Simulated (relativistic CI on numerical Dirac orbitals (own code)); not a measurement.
## What each ingredient does to the levels of Fe VII

Base calculation: Dirac-Coulomb-Breit CI, KLI orbitals optimised for each configuration, model QED, unscaled Slater integrals.

Configuration list (outside the closed core [Ne]): 3s2 3p6 3d2, 3s2 3p5 3d3, 3s2 3p6 3d 4s, 3s2 3p6 3d 4p, 3s 3p6 3d3, 3s2 3p6 3d 4d, 3s2 3p6 3d 5s, 3s2 3p6 3d 4f, 3s2 3p6 3d 5p, 3s2 3p6 3d 5d, 3s2 3p6 4s2, 3s2 3p6 3d 5f, 3s2 3p6 3d 6s, 3s2 3p6 3d 5g, 3s2 3p6 3d 6p, 3s2 3p5 3d2 4s, 3s2 3p6 3d 6d, 3s2 3p6 4s 4p, 3s2 3p5 3d2 4p, 3s2 3p6 4p2, 3s2 3p6 4s 4d, 3s2 3p5 3d2 4d, 3s2 3p6 4p 4d, 3s2 3p5 3d2 5s, 3s2 3p5 3d2 4f, 3s2 3p5 3d2 5p, 3p6 3d4, 3p5 3d5. Double excitations out of closed p, d and f shells are left out; levels of such configurations are missing from the list, as are those of other unlisted configurations, and high levels can miss mixing partners. These lack a partner that the ground configuration has and come out too high: 3s2 3p5 3d2 4s, 3s2 3p5 3d2 4p, 3s2 3p5 3d2 4d, 3s2 3p5 3d2 5s, 3s2 3p5 3d2 4f.

Variants: (1) P86 correlation estimate; (2) configuration mixing switched off. Shifts of the energy above 3s2 3p6 3d2 3F_2, in cm⁻¹, for the lowest level and the first level of each name with at least 55 % of one term (blank where a level changes its place among those of its configuration and J or its character, or is not in the variant):

```
             Level    Base   Δ(1)   Δ(2)  Measured
  3s2 3p6 3d2 3F_2       0      0      0         0
  3s2 3p6 3d2 3F_3    1005      0     +7      1052
  3s2 3p6 3d2 3F_4    2244      0    +21      2332
  3s2 3p6 3d2 1D_2   19863     +2  +1159     17476
  3s2 3p6 3d2 3P_0   22310     +5  +2006     20040
  3s2 3p6 3d2 3P_1   22678     +5  +2007     20430
  3s2 3p6 3d2 3P_2   23499     +5  +1960     21279
  3s2 3p6 3d2 1G_4   31633     +1   +493     28927
  3s2 3p6 3d2 1S_0   77470     +4   +473     67078
3s2 3p6 3d 4s 3D_1  343833  +7443  +2530    344463
3s2 3p6 3d 4s 3D_2  344406  +7443  +2532    345029
3s2 3p6 3d 4s 3D_3  345591  +7443  +2521    346262
3s2 3p6 3d 4s 1D_2  350397  +7444  +2780    350333
 3s2 3p5 3d3 5S°_2  386588   +885  -3073
```

At this charge configurations can still be misplaced by up to about 7 % of their energy. Terms inside the open d or f shell come out 10 to 20 % too wide with unscaled integrals. 37 of the 65 excited levels that our extract of the measured tables holds in this range could be paired (the sources list more); they are missed by 5930 cm⁻¹ on average and 131454 at most, and levels without a partner can miss by more.

Measured levels: Corliss and Sugar, J. Phys. Chem. Ref. Data 11, 135 (1982).

Ionisation energy from the two ground configurations alone: base 124.102 eV; P86 correlation estimate 125.55 eV. The NIST ASD value (measured) is 124.967 eV.

LS names give the leading component of a level, which can be under half, so a name can repeat, a term be missing and a line seem to break the LS rules.
